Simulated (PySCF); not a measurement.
**UHF on Ba (barium, neutral)**

Configuration: [Xe] 6s2, closed-shell 1S. All numbers are calculated (PySCF 2.14, the spin-free X2C one-electron Hamiltonian (Gaussian nucleus), in aug-cc-pVQZ-X2C).

```
Total energy                        : -8131.634108 hartree
One-electron energy                 : -11099.6619 hartree
Hartree (Coulomb) energy            : 3164.9513 hartree
Exchange energy                     : -196.9236 hartree
⟨S²⟩                                : 0.0000
⟨L²⟩                                : 0.000
Sum of ⟨r⟩                          : 44.49 bohr
Sum of ⟨r²⟩                         : 103.6 bohr²
Langevin diamagnetic susceptibility : -82.1 ×10⁻⁶ cm³/mol
```

```tsv
shell	electrons	mean orbital energy (hartree)	rms radius, mean of both spins (bohr)
1s	2	-1382.59168	0.0292
2s	2	-222.44144	0.119
2p	6	-199.39480	0.106
3s	2	-48.63023	0.311
3p	6	-41.04472	0.311
3d	10	-29.94656	0.289
4s	2	-10.25430	0.715
4p	6	-7.69929	0.761
4d	10	-3.85440	0.862
5s	2	-1.60324	1.76
5p	6	-0.89934	2.05
6s	2	-0.16308	5.42
```

Spin-orbit coupling, which splits the p, d and f shells strongly at this Z, is absent.

Densities and radii are taken from the X2C orbitals without a picture-change correction, which distorts them close to the nucleus.

Spin-orbit constants ζ (cm⁻¹) from the X2C one-electron operator on these orbitals: bare nucleus, nucleus screened by l(l+1)(2l+1)/3 electrons, and screened by the Breit-Pauli mean field of the electrons.

| shell | bare | screened nucleus | mean field |
| --- | --- | --- | --- |
| 2p | 2016000 | 1944000 | n/a |
| 3p | 394700 | 380600 | n/a |
| 3d | 60770 | 49920 | n/a |
| 4p | 79420 | 76580 | n/a |
| 4d | 9817 | 8064 | n/a |
| 5p | 10110 | 9751 | n/a |
